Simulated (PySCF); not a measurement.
**Electron correlation in Cr³⁺ (chromium, charge +3)**

[Ar] 3d3, high-spin 4F determinant. All numbers are calculated (PySCF 2.14, scalar relativity by spin-free X2C-1e, in x2c-QZVPPall with one added diffuse shell each of s, p, d, f, g type (12s8p6d4f3g, 121 functions)). Frozen: [Ne]; 11 electrons correlated.

MP2 pair energies summed by pair of shells (mhartree):

| pair | energy | share (%) |
| --- | --- | --- |
| 3p-3d | -111.93 | 37.1 |
| 3p-3p | -106.84 | 35.4 |
| 3s-3p | -36.35 | 12.1 |
| 3s-3d | -21.34 | 7.1 |
| 3d-3d | -18.48 | 6.1 |
| 3s-3s | -6.53 | 2.2 |

Total MP2 correlation energy: -301.48 mhartree.

Same-spin part -87.07 and opposite-spin part -214.41 mhartree; SCS-MP2 scales them by 1/3 and 6/5 to -286.31 mhartree.

This basis was not built for core-valence correlation, so the inner-shell part is incomplete.
